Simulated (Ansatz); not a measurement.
A made-up structure of AlSiH3SO, closed shell:

```csv
atom,x (Å),y (Å),z (Å)
S1,-1.3543,1.6684,-0.5884
Si2,0.0290,0.3512,0.3546
O3,-0.1955,-1.2993,0.1214
Al4,1.3175,-1.1732,-0.7294
H5,-2.0209,1.9771,0.5371
H6,-0.1148,-2.2408,0.3402
H7,2.1714,-2.2637,-1.4845
```

It is relaxed with PBE-D4/def2-SVP and then PBE0-D4/def2-TZVP (Ansatz 0.2.0). Atoms count as bonded within 1.22 times the sum of their covalent radii (H–H: 0.88 Å). The end point is not checked to be a true minimum.

Task: Does its bonding change? (A judgement: the text doesn't fix the answer.)

Result: Computed: Yes. Formed: S1–Al4; broken: none.

Where it ends: The first stage lowers the energy by 2.63 eV in 30 steps. It ends as AlSiH₃SO ([OH]1[AlH]2[SH][Si]12):
```tsv
atom	x (Å)	y (Å)	z (Å)
S1	-0.4879	1.1773	-0.6219
Si2	0.5338	0.2711	1.3457
O3	0.0602	-1.4657	0.6037
Al4	1.0218	-0.6378	-0.7553
H5	-1.7864	0.8105	-0.5370
H6	-0.8642	-1.7284	0.6034
H7	1.3550	-1.4073	-2.0876
```

Labels in which every atom is bracketed show which atoms are joined, not bond orders.

For scale, one of the runs: PBE0-D4/def2-TZVP relaxation, 160 basis functions, launched by `ansatz run in.yaml --threads 2 --pin off --events-out ev --progress --plain --max-ram 4352MiB`. The run took about 38 s on 2 CPU threads of an Arm Neoverse V2 (shared host).
